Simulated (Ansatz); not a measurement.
Consider the ligand exchange at the Si–O bond: `C[N](C)[Y]([OH])[O][SiH3]` + `N=C=O` → `O=C=N[SiH3]` + `C[N](C)[Y]([OH])[OH]`.

Calculated with Ansatz (gas phase, PBE0-D4/def2-TZVP geometries, no zero-point term in ΔE). CBS: MP2 limit from def2 TZ/QZ plus the TZ coupled-cluster correction, frozen cores. This one scheme is used for every species. Functionals use def2-TZVPP. Elements past krypton have def2 core potentials. For Y outer-core shells are correlated without core-valence functions, which leaves a few kJ/mol of doubt a bond. One conformer a species, not always the lowest.

```json
{"level": "r2SCAN0-D4", "ΔE (kcal/mol)": "6.5"}
{"level": "ωB97X-V", "ΔE (kcal/mol)": "6.2"}
```

Problem. What does CCSD(T)/CBS give? (Estimate.)

Solution. Ansatz gave: +6.8 kcal/mol. The listed levels differ from it by -0.3, -0.6 kcal/mol.

Largest T1 diagnostic among the species: 0.018.

At CCSD(T), def2-SVP lies −1.1 kcal/mol from the extrapolated value and def2-TZVPP +0.5 kcal/mol. Leaving LDA and LC-ωPBE aside and taking each functional with its dispersion term where it has one, the values, not all of them listed here, spread over 1.9 kcal/mol, from PBE0-D4 to B97M-V.
